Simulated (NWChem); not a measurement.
C4H9O, doublet; SMILES C(C)C[CH]O

```xyz
14

C     -0.1822    -2.3664     0.1588
C     -0.3258    -0.9480    -0.3685
C      0.6821     0.0323     0.2503
C      0.5360     1.4375    -0.2021
O     -0.6079     2.0520     0.2093
H     -0.9179    -3.0461    -0.2981
H      0.8206    -2.7738    -0.0503
H     -0.3294    -2.4035     1.2504
H     -1.3422    -0.5695    -0.1692
H     -0.2073    -0.9403    -1.4663
H      0.5723     0.0015     1.3506
H      1.7096    -0.3043     0.0300
H      0.9540     1.7593    -1.1661
H     -0.6572     2.9272    -0.1869
```
Atoms are numbered in this order, from 1.

Computed with NWChem. Pople sets run with spherical d functions. Spin-unrestricted. Geometry: optimised at PBE0/def2-SVP, spin-unrestricted. No stability test was run on the SCF state. Total energies compare along this basis series because the functional is fixed.

```
level           basis functions  energy (Ha)  highest occupied level (eV)  lowest empty minus highest occupied level, either spin (eV)  dipole (D)   <S²>  relative time
--------------  ---------------  -----------  ---------------------------  -----------------------------------------------------------  ----------  -----  -------------
PBE/STO-3G                   34    -229.7550                        -0.04                                                         2.02        1.35  0.751              1
PBE/3-21G                    63    -231.4153                        -2.64                                                         1.75        1.55  0.752              1
PBE/6-31G*                   88    -232.6859                        -2.87                                                         1.88        1.39  0.752              3
PBE/6-31+G*                 108    -232.7010                        -3.35                                                         1.78        1.40  0.752              5
PBE/6-311G**                144    -232.7641                        -3.18                                                         1.81        1.38  0.752              8
PBE/6-311++G**              173    -232.7713                        -3.44                                                         1.76        1.32  0.753              8
```

Relative times are rough (shared machine, one core).
